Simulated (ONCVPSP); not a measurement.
u(r) = r·R(r): atom against pseudo-atom (Ca (Z = 20))

Columns: radius, all-electron u(r) and pseudo u(r) of the 3p shell (level -34.83 eV) of calcium in the configuration [Ne] 3s2 3p6 4s1; PBEsol, scalar-relativistic, ONCV scheme, ONCVPSP 4.0.1.

| r (bohr) | all-electron | pseudo |
| --- | --- | --- |
| 0.100 | -0.3215 | 0.0247 |
| 0.200 | -0.4773 | 0.0956 |
| 0.300 | -0.3375 | 0.2042 |
| 0.400 | -0.0598 | 0.3377 |
| 0.500 | 0.2383 | 0.4812 |
| 0.600 | 0.4978 | 0.6200 |
| 0.700 | 0.6971 | 0.7416 |
| 0.800 | 0.8341 | 0.8370 |
| 0.900 | 0.9148 | 0.9013 |
| 1.000 | 0.9496 | 0.9339 |
| 1.100 | 0.9493 | 0.9374 |
| 1.200 | 0.9236 | 0.9165 |
| 1.300 | 0.8806 | 0.8772 |
| 1.400 | 0.8266 | 0.8253 |
| 1.500 | 0.7664 | 0.7661 |
| 1.600 | 0.7037 | 0.7036 |
| 1.700 | 0.6410 | 0.6409 |
| 1.800 | 0.5800 | 0.5799 |
| 1.900 | 0.5219 | 0.5219 |
| 2.000 | 0.4675 | 0.4675 |
| 2.100 | 0.4172 | 0.4172 |
| 2.200 | 0.3711 | 0.3710 |
| 2.300 | 0.3291 | 0.3291 |
| 2.400 | 0.2912 | 0.2912 |
| 2.500 | 0.2572 | 0.2571 |
| 2.600 | 0.2267 | 0.2267 |

**Question.** How many radial nodes do the two functions have?

**Answer.** The all-electron 3p function has n − l − 1 = 1; the pseudo-wave has 0, since the states of the same l below it are removed with the core.

**Question.** Is the pseudo-wave norm-conserving?

**Answer.** Yes: the ONCV scheme keeps the norm inside the radius equal to the all-electron one, which fixes the energy derivative of the logarithmic derivative at the level.
